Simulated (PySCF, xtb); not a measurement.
NbCl₅, SMILES [Cl][Nb]([Cl])([Cl])([Cl])[Cl], multiplicity 1.

xtb with GFN2-xTB at its own geometry gives an orbital gap of 2.31 eV and a dipole moment of 0.00 D.

The structure is a stationary point at PBE-D3(BJ)/def2-SVP. The multiplicity is an assumed one; other spin states were not compared. The isomer is the one that the SMILES or the coordinates give; other isomers of the formula were not compared. The def2 effective core potentials stand for the cores of Nb; spin–orbit coupling is left out.

### Question
What does PySCF with B3LYP/def2-TZVP give? (The exact figures need the calculation; the answer reports its results.)

### Answer
gap 4.31 eV (levels -8.92 and -4.61 eV), dipole 0.00 D.
